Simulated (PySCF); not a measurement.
First SCF of a structure search on triplet ZrCl₂, at a hand-made bent geometry. PySCF input:

```python
from pyscf import gto, scf, dft
mol = gto.M(atom='''
Zr     0.000000     0.000000     0.000000
Cl     2.072500     0.000000     1.451100
Cl    -2.072500     0.000000     1.451100''',
    basis={'Zr': 'def2-TZVP', 'Cl': 'def2-TZVP'},
    ecp={'Zr': 'def2-TZVP'},
    charge=0, spin=2)
mf = dft.UKS(mol, xc='PBE')
mf.grids.atom_grid = (50, 194)
aux = {'Zr': 'def2-universal-JKFIT', 'Cl': 'def2-universal-JKFIT'}
mf = mf.density_fit(auxbasis=aux)
mf.conv_tol = 1e-08
mf.diis_space = 10
mf.max_cycle = 60
mf.init_guess = 'minao'
mf.verbose = 4
mf.kernel()
```

Excerpt of the output (cycles alone):

```
init E= -961.8324040276
cycle= 1 E= -964.138874865519  delta_E= -2.31  |g|= 2.57  |ddm|= 3.32
cycle= 2 E= -952.570261162928  delta_E= 11.6  |g|=  4.4  |ddm|= 6.63
cycle= 3 E= -966.852848978592  delta_E= -14.3  |g|= 0.645  |ddm|= 6.19
cycle= 4 E= -966.881593913887  delta_E= -0.0287  |g|= 0.739  |ddm|= 1.43
cycle= 5 E= -967.164187390158  delta_E= -0.283  |g|= 0.144  |ddm|= 0.484
cycle= 6 E= -967.175821665772  delta_E= -0.0116  |g|= 0.0643  |ddm|= 0.267
cycle= 7 E= -967.17803786538  delta_E= -0.00222  |g|= 0.0176  |ddm|= 0.086
cycle= 8 E= -967.178184121785  delta_E= -0.000146  |g|= 0.00244  |ddm|= 0.016
cycle= 9 E= -967.178187583626  delta_E= -3.46e-06  |g|= 0.000758  |ddm|= 0.00311
cycle= 10 E= -967.178187847876  delta_E= -2.64e-07  |g|= 0.000229  |ddm|= 0.000613
cycle= 11 E= -967.178187885637  delta_E= -3.78e-08  |g|= 1.95e-05  |ddm|= 0.000315
cycle= 12 E= -967.178187885792  delta_E= -1.55e-10  |g|= 1.26e-05  |ddm|= 3.08e-05
Extra cycle  E= -967.178187885  delta_E= 7.92e-10  |g|= 3.62e-05  |ddm|= 4.96e-05
converged SCF energy = -967.178187885  <S^2> = 2.0069125  2S+1 = 3.0046048
```

This is not the lowest solution: another start and a stability analysis within the same unrestricted form found one 9.0 kJ/mol lower, at -967.18161 Eh.

Other spin states or occupations of the open shell can lie lower.

The search for the lowest solution, 3 starts and the stability check together, took 15 s on 4 threads of a shared Arm Neoverse V1 host, with 114 basis functions; the process peaked at 0.48 GiB.
